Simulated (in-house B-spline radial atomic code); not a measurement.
Configurations of Nb5+, with energies counted from [Ar] 3d10 4s2 4p6. Level of theory: scalar-relativistic (X2C) wB97X, spin-polarised, spherical fractional occupations, exact exchange averaged over the configuration, Fermi nucleus of rms radius 4.324 fm; calculated with a B-spline radial code for spherical atoms. Shells without spins written out take the highest spin.

Occupations are held fixed; configurations that lie above the ionisation limit could autoionise.

```
                configuration  E - E(ref) (eV)  highest orbital  its <r> (bohr)
        [Ar] 3d10 4s2 4p5 5d1           69.255            5d up           3.326
         [Ar] 3d9 4s2 4p6 5s1           227.33            5s up           2.366
[Ne] 3s2 3p5 3d10 4s2 4p6 4f1            397.4            4f up           2.253
[Ne] 3s2 3p5 3d10 4s2 4p6 5f1           409.56            5f up           4.286
```

(1) Order these further configurations by energy, lowest first.
A. [Ar] 3d10 4s2 4p5 5f1
B. [Ar] 3d10 4s2 4p5 4d1
C. [Ar] 3d9 4s2 4p6 4d1
D. [Ar] 3d10 4s2 4p5 5s1
E. [Ar] 3d10 4s1 4p6 4d1

Results:

(1) B (35.957 eV), D (50.371 eV), E (62.372 eV), A (79.754 eV), C (211.63 eV).
